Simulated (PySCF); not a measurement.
TiCl2, SMILES [Cl][Ti][Cl] (connectivity only; charge and spin as stated), neutral, multiplicity 3.

The structure is a stationary point at PBE-D3(BJ)/def2-TZVP. The geometry has at least one imaginary mode, so it is a saddle point at that level. The multiplicity is an assumed one; other spin states were not compared.

Method: PySCF with PBE-D3(BJ)/def2-TZVP.

Frequencies are harmonic and unscaled.

Modes within 1.5 cm⁻¹ of each other (mostly degenerate sets) share a row, with their intensities summed.

```
mode  ν (cm⁻¹)  IR (km/mol)  moving atoms (share of kinetic energy)
----  --------  -----------  --------------------------------------
1–2        37i         20.7                        Ti 60 %, Cl 40 %
3          333          0.0                                Cl 100 %
4          481        195.3                        Ti 60 %, Cl 40 %
```
